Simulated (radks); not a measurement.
Sr II, 37 electrons, occupied as [Kr] 5s1. All-electron calculation, scalar-relativistic Kohn-Sham, LB94 model potential, spin-polarised, spherical densities, finite nucleus; open shells are filled with parallel spins first (spin-orbit coupling, left out, can overturn this in heavy ions); Fermi nuclear charge, rms radius 4.224 fm. Program: a radial shooting solver on a logarithmic mesh with Libxc functionals.

Unscreened Slater integrals over Kohn-Sham orbitals (cm^-1). They are taken over the spin-up orbitals.

F0(5s,5s): 54076
F0(5s,4p): 67737
G1(5s,4p): 5731.1
F0(5s,4s): 68844
G0(5s,4s): 3532.8
F0(5s,3d): 73809
G2(5s,3d): 1896.1
F0(4p,4p): 128500
F2(4p,4p): 67123
F0(4p,4s): 136860
G1(4p,4s): 91524
F0(4p,3d): 167590
F2(4p,3d): 36498
G1(4p,3d): 11816
G3(4p,3d): 11194
F0(4s,4s): 147340
F0(4s,3d): 188520
G2(4s,3d): 15720
F0(3d,3d): 404630
F2(3d,3d): 196280
F4(3d,3d): 124020
